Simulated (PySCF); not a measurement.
Compound: C2H7NOSSi.
Cartesian coordinates in Å at the PBE0-D3(BJ)/def2-SVP level; atoms count from 1:
```
atom  x, y, z in Å
C1    -2.720    0.089    0.589
S2    -1.097    0.555    1.275
Si3    0.146   -0.120   -0.332
N4     1.771    0.248    0.270
C5     2.822   -0.084   -0.527
O6     2.675   -0.609   -1.608
H7    -2.761   -0.981    0.341
H8    -2.965    0.688   -0.300
H9    -3.463    0.296    1.369
H10   -0.033   -1.582   -0.557
H11   -0.141    0.624   -1.590
H12    1.961    0.681    1.167
H13    3.825    0.167   -0.107
```

Jobs on this species (13 atoms, 64 electrons) with PySCF (density fitting). Hardware of each: an Arm Neoverse N1 with one thread, no GPU, shared host. Other jobs ran on the host; a repeat could differ by tens of per cent or more. Peak memory is the resident size of the whole Python process, interpreter and libraries included.

| level and settings | work | basis functions | SCF cycles | wall time | peak memory |
| --- | --- | --- | --- | --- | --- |
| delta-SCF UKS PBE, pcX-2 on the ionised atom, pcseg-1 elsewhere, spin-free X2C | ΔSCF core ionisation, 8 holes | 169 | ? | ? | ? |
| delta-SCF UKS PBE0, pcX-2 on the ionised atom, pcseg-1 elsewhere, spin-free X2C | ΔSCF core ionisation, 8 holes | 169 | 120 | 2.3 min | 0.75 GiB |
| delta-SCF UKS SCAN, pcX-2 on the ionised atom, pcseg-1 elsewhere, non-relativistic | ΔSCF core ionisation, 8 holes | 169 | 136 | 96 s | 0.70 GiB |
| delta-SCF UKS SCAN, pcX-1 on the ionised atom, pcseg-1 elsewhere, spin-free X2C | ΔSCF core ionisation, 8 holes | 149 | 140 | 85 s | 0.55 GiB |
| delta-SCF UKS SCAN, pcX-2 on the ionised atom, pcseg-1 elsewhere, spin-free X2C | ΔSCF core ionisation, 8 holes | 169 | 139 | 99 s | 0.61 GiB |
| delta-SCF UKS B3LYP, pcX-2 on the ionised atom, pcseg-1 elsewhere, spin-free X2C | ΔSCF core ionisation, 8 holes | 169 | 122 | 2.4 min | 0.67 GiB |
| delta-SCF UKS HF, pcX-2 on the ionised atom, pcseg-1 elsewhere, spin-free X2C | ΔSCF core ionisation, 8 holes | 169 | 119 | 92 s | 0.67 GiB |
| PBE0-D3(BJ)/def2-SVP, grid level 1 | geometry optimisation from a GFN2-xTB start shaken at random | 127 | 48 | 76 s | 0.52 GiB |
| delta-SCF UKS SCAN, def2-TZVP on the ionised atom, pcseg-1 elsewhere, spin-free X2C | ΔSCF core ionisation, 8 holes | 146 | 137 | 93 s | 0.54 GiB |

Task: Fill in the missing figures.

Result: 
- delta-SCF UKS PBE, pcX-2 on the ionised atom, pcseg-1 elsewhere, spin-free X2C; ΔSCF core ionisation, 8 holes: 70 s, 0.70 GiB, 145 SCF cycles

Task: What do all jobs in the table cost together?

Result: About 15 min; the longest takes about 16 % of that, and about 2.1 times as long as the shortest.
